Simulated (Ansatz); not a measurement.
`[CH3][InH2]` → C• + 5 H• + In•  (atomization)

Isolated molecules relaxed with PBE0-D4/def2-TZVP in Ansatz; ΔE leaves out vibrations. CBS: MP2 limit from def2 TZ/QZ plus the TZ coupled-cluster correction, frozen cores. This one scheme is used for every species, atoms too. Functionals use def2-TZVPP. B3LYP here is the variant with VWN-RPA as its local correlation; programs differ in this. HSE06 is defined as in plane-wave codes. Open shells (•) are unrestricted, without spin–orbit coupling. Spin–orbit coupling would lower the free atoms: a little for C; strongly for In. def2 core potentials past Kr. Bonds to In are less sure, by a few kJ/mol each and by 10 to 20 or more in all where they break to atoms, as the def2 sets lack core-valence functions.

```
             level  ΔE (kcal/mol)
       LDA (SPW92)          531.3
           BLYP-D4          466.7
         r2SCAN-D4          474.6
          B3LYP-D4          472.6
          HSE06-D4          471.5
             BHLYP          463.6
           LC-ωPBE          475.1
SCS-MP2/def2-QZVPP          471.5
```

Task: What does CCSD(T)/CBS give? (Estimate.)

Result: The calculation gave: +476.7 kcal/mol. The listed levels differ from it by 54.6, -10.0, -2.1, -4.1, -5.2, -13.1, -1.6, -5.2 kcal/mol.

Largest T1 diagnostic among the species: 0.015.

From PBE to PBE0 (25 % exact exchange), in def2-TZVPP and without D4, ΔE moves by −1.3 kcal/mol: exact exchange takes away binding that semilocal exchange gives to molecules. The D4 term adds +3.3 kcal/mol with B3LYP and +1.7 kcal/mol with PBE0; it sums over pairs of atoms, weighted by their polarisabilities, and B3LYP, whose exchange is more repulsive, gets the larger term.

For atomizations the MP2-based limit and the directly extrapolated one differ by several kJ/mol either way, and by 10 to 25 for some Ge, Se and Sn compounds, so smaller differences from it don't rank the levels.
